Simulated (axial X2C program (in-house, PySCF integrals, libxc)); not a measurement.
# CaF⁻: from Re and ωe to a spectrum

A bond curve at the CCSD(T) level, two-component, was computed with an in-house relativistic program for diatomic molecules (basis Ca dyall-acv3z [12s13p7d5f], F dyall-av3z [7s6p3d2f] (cores contracted in-house)) for the state Ω = 0 (closed shell). Its fit gives Re = 2.0579 Å, ωe = 485.7 cm⁻¹, ωexe = 3.09 cm⁻¹ and αe = 2.670e-03 cm⁻¹; the masses are 39.9626 and 18.9984 u. Two-component means X2C with spin–orbit coupling and atomic mean-field Coulomb and Gaunt terms.

Correlated methods: 10 electrons correlated (number of frozen shells: Ca 3 s, 2 p; F 1 s), 280 virtual spin orbitals or spinors in MP2, 90 natural virtuals in coupled cluster.

Task: Find the reduced mass, Be and the force constant.

Result: From the CCSD(T) values: μ = 12.8767 u. Be = 16.8576/(μ Re²) = 0.3091 cm⁻¹. k = 5.8918×10⁻⁷ μ ωe² = 1.79 mdyn/Å.

Task: Where do the fundamental and the first overtone lie?

Result: ν(1←0) = ωe − 2ωexe = 479.5 cm⁻¹; ν(2←0) = 2ωe − 6ωexe = 952.9 cm⁻¹.

Task: A Morse curve ties αe to the other constants (Pekeris). How well does that hold?

Result: αe(Morse) = 6Be²/ωe × (√(ωexe/Be) − 1) = 2.552e-03 cm⁻¹; the CCSD(T) curve gives 2.670e-03 cm⁻¹, a ratio of 0.96.

Task: Give B0, the J = 1←0 line in GHz and the most populated J at 300 K (kT = 208.5 cm⁻¹).

Result: B0 = Be − αe/2 = 0.3078 cm⁻¹; 2B0 = 18.45 GHz; J(max) ≈ √(kT/2B0) − 1/2 = 17.9, so J = 18.

Task: Estimate the centrifugal constant by the Kratzer relation.

Result: D = 4Be³/ωe² = 5.01e-07 cm⁻¹.

The state is one determinant whose occupation by symmetry is held fixed; it was picked as the lowest of a PBE0 search that is not exhaustive. Coupled cluster ran in a truncated set of natural virtual spinors; the MP2 energy of the rest was added. (T) has no such correction and the atoms are truncated less, which lowers De at CCSD(T) by a hundredth of an eV or more. The outer-core s and p shells of the metal are frozen in the correlated rows, which leaves out core–valence correlation; for alkali and alkaline-earth bonds that tends to lengthen them.
